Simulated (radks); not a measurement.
Results of a calculation; reference values are marked as such.
The nuclear charge of the oxygen ion O2+ is varied continuously with 6 electrons held in [He] 2s2 2p2. Level of theory: Dirac Kohn-Sham, PBEsol, spin-unpolarised, spherical densities, finite nucleus; open shells fill j = l - 1/2 first; Fermi nuclear charge, rms radius 2.6991 fm (a radial shooting solver on a logarithmic mesh with Libxc functionals). By the Hellmann-Feynman theorem dE/dZ = E(electron-nucleus)/Z, the electronic potential at the nucleus (averaged over a nucleus of fixed radius).

Z    E (hartree)  E(electron-nucleus)/Z (hartree)   HOMO  e(HOMO) (eV)  <r> HOMO (bohr)
7      -53.74600                         -17.6640  2p1/2       -20.607            1.276
7.1    -55.52750                         -17.9660  2p1/2       -22.542            1.241
7.2    -57.33920                         -18.2681  2p1/2       -24.548            1.209
7.3    -59.18111                         -18.5701  2p1/2       -26.626            1.178
7.4    -61.05322                         -18.8720  2p1/2       -28.773            1.149
7.5    -62.95552                         -19.1740  2p1/2       -30.991            1.121
7.6    -64.88801                         -19.4759  2p1/2       -33.279            1.095
7.7    -66.85070                         -19.7779  2p1/2       -35.638            1.070
7.8    -68.84359                         -20.0798  2p1/2       -38.066            1.046
7.9    -70.86666                         -20.3817  2p1/2       -40.564            1.024
8      -72.91993                         -20.6836  2p1/2       -43.132            1.002
8.1    -75.00339                         -20.9856  2p1/2       -45.770           0.9811
8.2    -77.11704                         -21.2875  2p1/2       -48.477           0.9613
8.3    -79.26089                         -21.5894  2p1/2       -51.253           0.9422
8.4    -81.43493                         -21.8914  2p1/2       -54.099           0.9239
8.5    -83.63917                         -22.1934  2p1/2       -57.015           0.9064
8.6    -85.87361                         -22.4954  2p1/2       -60.000           0.8895
8.7    -88.13824                         -22.7974  2p1/2       -63.054           0.8733
8.8    -90.43308                         -23.0994  2p1/2       -66.177           0.8577
8.9    -92.75813                         -23.4015  2p1/2       -69.370           0.8426
9      -95.11338                         -23.7035  2p1/2       -72.631           0.8281

The central difference of E at Z = 8 is -20.684 hartree, to compare with the third column; the second derivative is -3.02 hartree.
